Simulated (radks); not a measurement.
Values are calculated unless marked as measured or tabulated.
Question: These are the eigenvalues of the occupied orbitals of an atom or ion with whole-number occupations (eV). Level of theory: scalar-relativistic Kohn-Sham, PBE, spin-unpolarised, spherical densities, finite nucleus; Fermi nuclear charge, rms radius of each element as measured or else 0.836 A^(1/3) + 0.57 fm (a radial shooting solver on a logarithmic mesh with Libxc functionals).

orbital  eigenvalue
1s        -16155.21
2s        -3080.887
2p        -2863.377
3s        -1166.987
3p        -1097.814

Which element is it, and in what charge state? The configuration may be excited.

Answer: Z = 37, rubidium, charge +24: Rb24+ in [Ne] 3s2 3p1. The list shows which subshells hold electrons but not how many an open one holds; the 1s level, -593.69 hartree, gives Z - s = 34.5 by -(Z - s)^2/2, which with screening and relativity narrows Z to a few neighbours, and the depths of the outer levels then fix element, charge and occupations together.
